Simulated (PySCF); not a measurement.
The numbers below are computed, except where a source is named.
## BH3O3(+)

The system: BH3O3(+), a small molecule; charge +1, doublet. The structure, one conformer, was relaxed in the gas phase by PBE0-D3(BJ)/def2-SVP. No frequency run checks that it is a minimum.

SMILES: OB(O)O (charge +1)

Coordinates in Å:
```
B1      0.037    0.048   -0.181
O2      0.580    0.198    1.085
O3     -0.748   -1.105   -0.016
O4      0.094    0.779   -1.251
H5      1.109   -0.512    1.501
H6     -1.708   -0.997    0.159
H7      0.667    1.556   -1.319
```

EPR values by unrestricted B3LYP, IGLO-III on B O, pcH-1 on H.

Predict g and the largest hyperfine couplings. Where does the spin sit?

g = 2.0039, 2.0075, 2.0095. The spin sits on O3 (58 %, bonded to 1 B + 1 H), O2 (51 %, bonded to 1 B + 1 H) by Mulliken populations.
```
atom  isotope  isotropic (MHz)  dipolar, principal values (MHz)
  O3      17O            -46.5               -181.0, 89.9, 91.1
  O2      17O            -28.5               -160.8, 80.1, 80.7
  H6       1H            -38.9               -41.2, -13.7, 54.9
  H5       1H            -32.5               -36.6, -12.6, 49.2
  B1      11B            -29.8                   -8.2, 2.7, 5.5
  H7       1H              2.8                  -3.6, -1.6, 5.1
```

How do the isotropic couplings move with BHandHLYP?

O3 -46.5 to -70.3 MHz, O2 -28.5 to -42.3 MHz, H6 -38.9 to -50.7 MHz, H5 -32.5 to -39.3 MHz.
